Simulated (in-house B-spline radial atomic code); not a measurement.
Orbital energies and mean radii along the 34-electron series, configuration [Ar] 3d10 4s2 4p4. The effective charge is n√(-2ε), a non-relativistic measure. Computed with an all-electron radial atomic-structure program (B-spline basis): Dirac-Hartree-Fock, average of the configuration, finite nuclei.

| ion | Z | energy of 3p3/2 (Eh) | mean radius of 3p3/2 (bohr) | energy of 4s1/2 (Eh) | mean radius of 4s1/2 (bohr) | energy of 3d3/2 (Eh) | mean radius of 3d3/2 (bohr) | effective charge of 3p3/2 |
| --- | --- | --- | --- | --- | --- | --- | --- | --- |
| Te18+ | 52 | -47.972 | 0.31902 | -21.618 | 0.69662 | -39.32 | 0.28965 | 29.385 |
| I19+ | 53 | ? | ? | ? | ? | ? | ? | ? |
| Xe20+ | 54 | -54.919 | 0.30315 | -25.334 | 0.65385 | -45.741 | 0.2737 | 31.441 |
| Cs21+ | 55 | -58.566 | 0.29578 | -27.298 | 0.63436 | -49.124 | 0.26636 | 32.468 |
| Ba22+ | 56 | -62.329 | 0.28874 | -29.334 | 0.61597 | -52.623 | 0.2594 | 33.495 |
| La23+ | 57 | ? | ? | ? | ? | ? | ? | ? |
| Ce24+ | 58 | -70.203 | 0.27559 | -33.621 | 0.58214 | -59.967 | 0.24651 | 35.548 |
| Pr25+ | 59 | -74.315 | 0.26944 | -35.874 | 0.56653 | -63.812 | 0.24052 | 36.574 |
| Nd26+ | 60 | ? | ? | ? | ? | ? | ? | ? |
| Pm27+ | 61 | -82.887 | 0.2579 | -40.598 | 0.5376 | -71.849 | 0.22937 | 38.626 |
| Sm28+ | 62 | -87.349 | 0.25248 | -43.071 | 0.52416 | -76.041 | 0.22417 | 39.652 |

**Question.** Fill in the row of I19+.

**Answer.** energy of 3p3/2 (Eh): -51.388; mean radius of 3p3/2 (bohr): 0.31089; energy of 4s1/2 (Eh): -23.441; mean radius of 4s1/2 (bohr): 0.67456; energy of 3d3/2 (Eh): -42.473; mean radius of 3d3/2 (bohr): 0.28145; effective charge of 3p3/2: 30.413.

**Question.** Fill in the row of La23+.

**Answer.** energy of 3p3/2 (Eh): -66.208; mean radius of 3p3/2 (bohr): 0.28202; energy of 4s1/2 (Eh): -31.442; mean radius of 4s1/2 (bohr): 0.59859; energy of 3d3/2 (Eh): -56.237; mean radius of 3d3/2 (bohr): 0.25279; effective charge of 3p3/2: 34.522.

**Question.** Fill in the row of Nd26+.

**Answer.** energy of 3p3/2 (Eh): -78.543; mean radius of 3p3/2 (bohr): 0.26355; energy of 4s1/2 (Eh): -38.199; mean radius of 4s1/2 (bohr): 0.5517; energy of 3d3/2 (Eh): -67.772; mean radius of 3d3/2 (bohr): 0.23482; effective charge of 3p3/2: 37.6.

**Question.** How does the screening of 3p3/2 change?

**Answer.** Z less the effective charge goes from 22.61 at Z = 52 to 22.35 at Z = 62.
